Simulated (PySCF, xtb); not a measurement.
F2H2NOTa, SMILES [OH][Ta]([F])([F])=[NH], multiplicity 1. Other conformers were not sampled.

Harmonic wavenumbers (cm⁻¹) from GFN2-xTB (xtb) at its own minimum, in rising order: 119, 140, 143, 165, 175, 360, 365, 389, 444, 524, 557, 562, 904, 3479, 3648.

**Question.** What does PBE-D3(BJ)/def2-SVP (PySCF 2.14.0) give at its own minimum? (An estimate is asked for; the answer gives what the named calculation found.)

**Answer.** 157, 167, 190, 231, 233, 413, 503, 511, 612, 663, 665, 714, 981, 3590, 3781. Paired by order, the mean absolute difference is 96 cm⁻¹ and the zero-point energies are 17.1 and 19.2 kcal/mol.
